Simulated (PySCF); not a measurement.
**Radial density of Se²⁺ (selenium, charge +2)**

UHF, [Ar] 3d10 4s1 4p3, high-spin 5S determinant (an excited configuration). Calculation: PySCF 2.14, in aug-cc-pVQZ-PP with one added diffuse shell each of s, p, d, f, g type with ECP10MDF (8s7p6d4f3g, 114 functions); scalar relativity through the core potential. This is the valence pseudo-density: the core potential removes the inner electrons and smooths the orbitals near the nucleus.

| r (bohr) | 4πr²ρ (e/bohr) | 4πr²(ρα − ρβ) |
| --- | --- | --- |
| 0.000590 | 2.880e-05 | 0.0000 |
| 0.000992 | 8.088e-05 | 0.0000 |
| 0.00167 | 0.0002244 | 0.0000 |
| 0.00281 | 0.0006050 | 0.0001 |
| 0.00472 | 0.001558 | 0.0001 |
| 0.00794 | 0.003804 | 0.0003 |
| 0.0134 | 0.008412 | 0.0007 |
| 0.0225 | 0.01631 | 0.0014 |
| 0.0378 | 0.02954 | 0.0021 |
| 0.0636 | 0.09819 | 0.0024 |
| 0.107 | 0.7442 | 0.0012 |
| 0.180 | 4.799 | 0.0123 |
| 0.303 | 19.49 | 0.2548 |
| 0.509 | 32.38 | 0.3421 |
| 0.856 | 12.23 | 0.2346 |
| 1.44 | 3.411 | 2.5398 |
| 2.42 | 1.384 | 1.3752 |
| 4.07 | 0.06308 | 0.0631 |
| 6.85 | 5.332e-05 | 0.0001 |

Energies and moments cover only the electrons outside the core potential.
